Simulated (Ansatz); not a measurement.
Program: Ansatz. Geometries: PBE0-D4/def2-TZVP. ΔE: electronic, gas phase. CBS: MP2 limit from def2 TZ/QZ plus the TZ coupled-cluster correction, frozen cores. This one scheme is used for every species. Functionals use def2-TZVPP. One conformer a species, not always the lowest.

Reaction (hydrogenolysis of a C–C bond): `C#CCCCCCCC` + H₂ → `C#CCCCCC` + `CC`

`C#CCCCCCCC`:

Cartesian coordinates in Å:
```
C 0.115 1.376 -4.403
C -0.375 1.183 -3.323
C -0.945 0.970 -2.005
C -0.216 1.752 -0.912
C -0.855 1.600 0.463
C -0.922 0.175 1.000
C 0.429 -0.507 1.143
C 0.336 -1.889 1.769
C 1.686 -2.571 1.907
H 0.544 1.543 -5.362
H -0.924 -0.102 -1.782
H -2.003 1.258 -2.020
H -0.204 2.809 -1.189
H 0.830 1.433 -0.887
H -0.296 2.220 1.172
H -1.869 2.016 0.431
H -1.413 0.198 1.980
H -1.571 -0.438 0.363
H 1.091 0.123 1.750
H 0.913 -0.594 0.163
H -0.332 -2.513 1.163
H -0.139 -1.807 2.753
H 2.361 -1.982 2.534
H 1.593 -3.561 2.358
H 2.167 -2.693 0.933
```

H₂:

Z-matrix (Å, degrees):
```
H
H 1 0.746
```

`C#CCCCCC`:

Cartesian coordinates in Å:
```
C -1.808 1.225 2.361
C -1.420 1.460 1.249
C -0.955 1.717 -0.103
C -1.030 0.487 -1.013
C -0.247 -0.716 -0.511
C 1.250 -0.483 -0.378
C 1.999 -1.736 0.041
H -2.151 1.026 3.348
H -1.551 2.527 -0.536
H 0.074 2.089 -0.058
H -2.081 0.209 -1.135
H -0.664 0.779 -2.004
H -0.417 -1.553 -1.197
H -0.651 -1.028 0.459
H 1.647 -0.117 -1.333
H 1.438 0.308 0.356
H 1.637 -2.103 1.006
H 1.862 -2.539 -0.689
H 3.071 -1.552 0.137
```

`CC`:

Cartesian coordinates in Å:
```
C 0.550 -0.519 -0.068
C -0.550 0.519 0.068
H 0.282 -1.290 -0.795
H 1.487 -0.067 -0.400
H 0.746 -1.020 0.883
H -0.282 1.290 0.795
H -1.487 0.067 0.400
H -0.746 1.020 -0.883
```

| level | ΔE (eV) |
| --- | --- |
| r2SCANh-D4 | -0.67 |
| ωB97X-V | -0.66 |
| PBE-QIDH | -0.68 |
| BHLYP | -0.81 |

(1) What does CCSD(T)/CBS give? (An estimate is asked.)

Largest T1 diagnostic among the species: 0.010.

Results:

(1) The calculation gave: -0.62 eV. The listed levels differ from it by -0.05, -0.04, -0.06, -0.19 eV.

Leaving LDA and LC-ωPBE aside and taking each functional with its dispersion term where it has one, the values, not all of them listed here, spread over 0.15 eV, from B2PLYP to revPBE-D4. LDA lies +0.14 eV from PBE without D4. In def2-TZVPP, CCSD(T) changes the Hartree–Fock value by +0.26 eV (the triples alone add +0.05 eV) and MP2 by +0.29 eV. The D4 term adds +0.12 eV with B3LYP and +0.07 eV with PBE0; it sums over pairs of atoms, weighted by their polarisabilities, and B3LYP, whose exchange is more repulsive, gets the larger term.

B3LYP here is the variant with VWN-RPA as its local correlation; programs differ in this.
